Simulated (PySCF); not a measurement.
CH7FOSi2.

```xyz
12

Si     1.3788    -0.8422    -0.2039
F      1.0513    -0.1712    -1.6539
O      0.3642    -0.1801     0.8991
Si    -0.9707     0.8339     0.9169
C     -2.1313     0.3661    -0.4702
H      1.1395    -2.3001    -0.3259
H      2.7862    -0.5258     0.1330
H     -1.6155     0.6798     2.2495
H     -0.5056     2.2422     0.7588
H     -1.6014     0.4218    -1.4344
H     -2.9983     1.0452    -0.5090
H     -2.5059    -0.6619    -0.3401
```

Coordinates come from a ωB97X-D3(BJ)/def2-SVP optimisation. This is a generated structure with no PubChem entry under its InChIKey; it may be hypothetical. One conformer was computed; it need not be the lowest.

Computed with PBE/pcSseg-1 (PySCF). Non-relativistic, no solvent.

**Question.** Give the absolute GIAO shielding of each atom: isotropic value and principal components (ppm). (The exact figures need the calculation; the answer reports its results.)

**Answer.** 
```tsv
atom	σ(iso)	σ11	σ22	σ33	span
Si1	356.4	339.4	356.6	373.2	33.8
F2	321.3	234.6	326.9	402.3	167.7
O3	259.6	220.1	221.6	337.0	116.9
Si4	344.9	288.8	342.3	403.5	114.7
C5	179.4	164.6	182.4	191.1	26.6
H6	25.9	22.9	23.5	31.3	8.4
H7	25.9	22.6	23.4	31.7	9.1
H8	26.0	22.5	24.5	30.8	8.3
H9	25.8	22.4	24.5	30.5	8.1
H10	30.3	25.7	29.4	35.7	10.0
H11	31.2	27.4	27.6	38.5	11.1
H12	30.5	27.2	28.3	36.2	9.0
```
